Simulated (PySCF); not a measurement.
Mapped SMILES: `[BH2:1][C:2]([CH3:3])([CH3:4])[CH3:5]` (H(Xn): hydrogen on atom n).

Geometry: PBE0-D3(BJ)/def2-SVP; GIAO shifts from PySCF 2.14, gas phase, non-relativistic, averaged over equivalent atoms.

At LC-wPBE/pcSseg-1 (140 basis functions, 22 s wall time on 1 thread of an Arm Neoverse V1, shared host):
```csv
atoms,δ (ppm)
B1,88.5
C2,28.2
C3/C4/C5,23.7
H(B1),7.17
H(C3)/H(C4)/H(C5),0.95
```

δ = σ(ref) − σ, references computed at the same level: 11B (101.21 ppm) vs BF3·OEt2; 13C (188.56 ppm) and 1H (31.33 ppm) against TMS.

What do these become at B3LYP/pcSseg-1?

Results:


```tsv
atoms	δ at B3LYP/pcSseg-1	change
B1	85.2	-3.3
C2	33.1	+4.9
C3/C4/C5	25.2	+1.5
H(B1)	6.91	-0.26
H(C3)/H(C4)/H(C5)	0.99	+0.04
```

Scale: BF3·OEt2 for 11B (σ = 97.83 ppm); 13C (σ = 179.24 ppm), 1H (σ = 31.38 ppm) vs TMS (reference shieldings calculated alike).

The largest change is at C2 (fully substituted sp3 carbon bonded to B). Cost: 140 basis functions, 11 s wall time on 1 thread of an Arm Neoverse V1, shared host.

A carbon bonded to boron is broadened by the quadrupolar boron nucleus and is often missing from a measured spectrum. The carbons averaged at δ 23.7 differ by 13 ppm in this conformer.
